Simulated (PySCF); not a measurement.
Job file and geometry (Å, from GFN2-xTB) of an NMR shielding run on SMILES NBNC(CC(=C)C#N)=O, C5H8BN3O, GIAO PBE0/pcSseg-1 NMR shielding, non-relativistic, gas phase (PySCF 2.14.0, density-fitted response routines); density fitting, a coarse starting grid and PySCF grid level 2 are the driver's defaults:

```
$ OMP_NUM_THREADS=1 python probes_run.py task.json out

{"job": {"kind": "nmr", "xc": "PBE0", "basis": "pcSseg-1"}, "charge": 0, "multiplicity": 1}
C     -2.674010    -1.278781    -1.133495
C     -2.129373    -0.307169    -0.406108
C     -2.661727     1.005036    -0.442894
N     -3.087405     2.069158    -0.438429
C     -0.910557    -0.476725     0.454636
C      0.351724    -0.047043    -0.313501
O      0.351120     0.100794    -1.516350
N      1.441003     0.114559     0.478175
B      2.777083     0.515539     0.062393
N      3.027788     0.784313    -1.262807
H     -2.273955    -2.278541    -1.119645
H     -3.527420    -1.101628    -1.765267
H     -0.998042     0.120397     1.365486
H     -0.790690    -1.528314     0.727716
H      1.288967    -0.055551     1.461040
H      3.600231     0.590560     0.890425
H      3.915658     1.069965    -1.634192
H      2.290844     0.709747    -1.948360
```

Task: What does the program print?

Result: 
```
coarse grid: 15752 points
cycle   1  E = -458.9088883745  dE =  1.640e+00  |g| = 9.429e-01  |ddm| = 3.948e+00
cycle   2  E = -458.3500311305  dE =  5.589e-01  |g| = 1.927e+00  |ddm| = 2.586e+00
cycle   3  E = -459.0824243005  dE = -7.324e-01  |g| = 2.298e-01  |ddm| = 1.993e+00
cycle   4  E = -459.0929740501  dE = -1.055e-02  |g| = 8.437e-02  |ddm| = 2.192e-01
cycle   5  E = -459.0942598419  dE = -1.286e-03  |g| = 2.740e-02  |ddm| = 6.686e-02
cycle   6  E = -459.0943956203  dE = -1.358e-04  |g| = 1.197e-02  |ddm| = 2.498e-02
cycle   7  E = -459.0944228140  dE = -2.719e-05  |g| = 3.615e-03  |ddm| = 1.021e-02
cycle   8  E = -459.0944255128  dE = -2.699e-06  |g| = 6.941e-04  |ddm| = 3.277e-03
final grid: 154408 points
cycle   9  E = -459.1566076645  dE = -3.203e-05  |g| = 1.232e-02  |ddm| = 3.262e-02
cycle  10  E = -459.1565484028  dE =  5.926e-05  |g| = 2.169e-02  |ddm| = 2.396e-02
cycle  11  E = -459.1566371080  dE = -8.871e-05  |g| = 2.910e-03  |ddm| = 1.670e-02
cycle  12  E = -459.1566387953  dE = -1.687e-06  |g| = 3.910e-04  |ddm| = 2.437e-03
cycle  13  E = -459.1566388237  dE = -2.839e-08  |g| = 1.646e-04  |ddm| = 3.645e-04
cycle  14  E = -459.1566388285  dE = -4.812e-09  |g| = 7.844e-05  |ddm| = 1.543e-04
cycle  15  E = -459.1566388297  dE = -1.202e-09  |g| = 2.639e-05  |ddm| = 7.326e-05
cycle  16  E = -459.1566388298  dE = -1.356e-10  |g| = 7.920e-06  |ddm| = 2.083e-05
converged SCF energy = -459.1566388298

GIAO shielding tensors (ppm)
atom      isotropic    diamagn.    paramagn.     s11        s22        s33       span
  0 C       42.758     247.658    -204.901    -82.443     53.348    157.368    239.811
  1 C       62.748     257.790    -195.042    -54.273     82.618    159.900    214.173
  2 C       63.040     258.356    -195.316    -58.234    -46.869    294.224    352.458
  3 N      -48.270     340.669    -388.939   -193.596   -185.190    233.976    427.572
  4 C      139.318     252.809    -113.490    113.203    136.725    168.027     54.824
  5 C       10.874     251.273    -240.400    -80.497     24.350     88.768    169.265
  6 O     -115.198     404.477    -519.675   -461.475   -225.685    341.567    803.041
  7 N      112.382     328.864    -216.482    -28.769    173.559    192.357    221.126
  8 B       76.445     196.043    -119.599     38.346     79.090    111.898     73.551
  9 N      168.502     319.147    -150.644     73.157    207.139    225.211    152.053
 10 H       25.655      30.236      -4.581     21.244     25.291     30.429      9.185
 11 H       25.220      26.573      -1.353     21.082     24.924     29.653      8.572
 12 H       28.741      32.878      -4.137     25.176     29.850     31.197      6.021
 13 H       28.625      32.659      -4.033     24.916     29.132     31.827      6.912
 14 H       26.122      36.113      -9.992     22.134     27.157     29.073      6.940
 15 H       27.557      29.740      -2.182     25.111     27.813     29.748      4.637
 16 H       27.960      27.801       0.159     23.536     24.733     35.610     12.074
 17 H       25.057      33.924      -8.868     16.122     26.323     32.725     16.603
```

Size and cost of the density-fitted run: 210 basis functions, 74 s wall time on 1 thread of an Arm Neoverse N1, shared host; peak memory 0.93 GiB.
